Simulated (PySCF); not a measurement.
# One molecule, several mistakes: BF2H2Si

Calculated results; nothing here was measured. They come from PySCF 2.14.0, an open-source quantum chemistry program, on an isolated molecule that a program drew, which may never have been made. The molecule is BF2H2Si (charge 0, doublet), drawn as the SMILES string `B[Si](F)F`.

Each row is a Hartree-Fock (HF) and frozen-core CCSD(T) single point in the cc-pV(D+d)Z basis, meant for a local HF minimum. Run 1 is clean. Each other run has one planted mistake out of seven kinds, and not every kind appears here: one electron removed, one electron added, multiplicity raised by two, geometry at a saddle point, minimal basis STO-3G, one bond length entered in bohr, all coordinates scaled. The reference is restricted for singlets and unrestricted otherwise, and also for a bond in bohr. Adding or removing an electron swaps singlet and doublet. Electrons count all cores. HOMO and LUMO are orbital energies over both spins, the gradient is its largest component, and the lowest frequency (negative if imaginary) is given only where the gradient is small. Bond lengths are over the 5 bonds as drawn. T1 is the CCSD diagnostic: over 0.02 (restricted) or 0.045 (unrestricted) a single reference is doubtful.

Geometry of the clean run:
```xyz
6
BF2H2Si, angstrom
B    -2.9705   -3.7195    1.6124
Si   -1.9280   -2.2338    2.1362
F    -1.9143   -0.7794    1.4897
F    -0.8683   -2.1592    3.3215
H    -3.7143   -3.5746    0.6905
H    -2.8364   -4.7328    2.2281
```

```
run,electrons,basis functions,<S^2>,HOMO (eV),LUMO (eV),gradient (hartree/bohr),lowest frequency (cm^-1),mean bond (Å),longest bond (Å),T1,HF (hartree),CCSD(T) (hartree),mistake
1,39,75,0.761,-8.70,0.52,9.1e-06,91,1.4918,1.889,0.0166,-513.71967,-514.29707,no fault
2,39,26,0.754,-4.91,5.17,3.7e-02,-,1.4918,1.889,0.0194,-507.16997,-507.31034,minimal basis STO-3G
3,39,75,3.761,-5.86,-3.48,1.1e-01,-,1.4918,1.889,0.0563,-513.46769,-514.03386,?
4,39,75,1.703,-8.78,0.56,2.1e-02,-,1.7750,3.008,0.0361,-513.56458,-514.10181,?
```

**Which mistake was planted in run 3, and what did it cost?**

Electrons, basis and geometry are unchanged, and <S^2> is 3.761, beside S(S+1) = 3.75 for a multiplicity of 4. So the mistake is: multiplicity raised by two. Subtracting run 1 and multiplying by 627.51 kcal/mol a hartree, the energy moved by 158.1 kcal/mol in HF and 165.2 kcal/mol in CCSD(T).

**Which mistake was planted in run 4, and what did it cost?**

The mean bond changes by a factor of 1.190 and the longest by 1.592, so the molecule wasn't scaled as a whole. A length L in bohr read as angstrom grows by (1/0.5292 - 1) L = 0.890 L. The 5 bonds together grew by 5 x 0.2832 = 1.416 Å, which gives L = 1.592 Å. That is the length of one of the F-Si bonds, 1.592 Å in the clean geometry. So the mistake is: one bond length entered in bohr. Subtracting run 1 and multiplying by 627.51 kcal/mol a hartree, the energy moved by 97.3 kcal/mol in HF and 122.5 kcal/mol in CCSD(T).

Cautions from the logs. Run 3: T1 is over the limit, so its CCSD(T) energy is less reliable.
